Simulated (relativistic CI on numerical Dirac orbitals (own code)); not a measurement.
# Re6+: resonant inelastic scattering at the N6,7 edge

Computed with this model: Dirac-Coulomb-Breit CI, KLI orbitals optimised for each configuration, QED by a radiative potential, valence Slater integrals scaled by 0.7, Kramers-Heisenberg scattering through one core-hole configuration in a parametric crystal field; configurations [Xe] 4f14 5d → [Xe] 4f13 5d2; 10 K; core-hole width 0.3 eV; summed over polarisations. Incident energies are the highest absorption maxima for each field (at most a few, so the weaker spin-orbit partner edge can be absent), on the computed scale of the free ion. Intensities are in per cent of the strongest line above 0.02 eV; levels within 1 cm⁻¹ are merged; final levels count from the ground level, the first row holds all elastic scattering, lines under 0.4 are left out and each table stops after 24 rows. The scale of the Slater integrals is a model choice and moves the terms in proportion.

Field parameters in Wybourne normalisation: Oh B⁴₀ = 21Dq, B⁴₄ = √(5/14) B⁴₀. The field is a parameter set, without covalency.

S is read from ⟨S²⟩ = S(S + 1).

Oh, 10Dq = 10000 cm⁻¹:

```tsv
Final level (eV)	Degeneracy	Irrep	S	49.4 eV	50 eV	50.4 eV
0.000	4	Γ8	0.50	3461.9	2578.1	3792.4
0.998	2	Γ7	0.50	13.9	80.5	100.0
1.954	4	Γ8	0.50	40.7	91.0	91.6
```

Oh, 10Dq = 22550 cm⁻¹:

| Final level (eV) | Degeneracy | Irrep | S | 49.1 eV | 49.8 eV | 51.2 eV |
| --- | --- | --- | --- | --- | --- | --- |
| 0.000 | 4 | Γ8 | 0.50 | 560.0 | 1103.4 | 870.8 |
| 0.894 | 2 | Γ7 | 0.50 | 9.4 | 21.9 | 100.0 |
| 3.301 | 4 | Γ8 | 0.50 | 19.6 | 13.4 | 67.4 |

Oh, 10Dq = 35100 cm⁻¹:

| Final level (eV) | Degeneracy | Irrep | S | 47.6 eV | 50.2 eV | 52.1 eV |
| --- | --- | --- | --- | --- | --- | --- |
| 0.000 | 4 | Γ8 | 0.50 | 1144.4 | 497.8 | 906.3 |
| 0.854 | 2 | Γ7 | 0.50 | 52.2 | 74.2 | 55.7 |
| 4.777 | 4 | Γ8 | 0.50 | 2.1 | 47.7 | 100.0 |

For the first field the strongest loss at the lowest incident energy is the level at 1.95 eV (S = 0.50, against 0.50 in the thermal ground state).
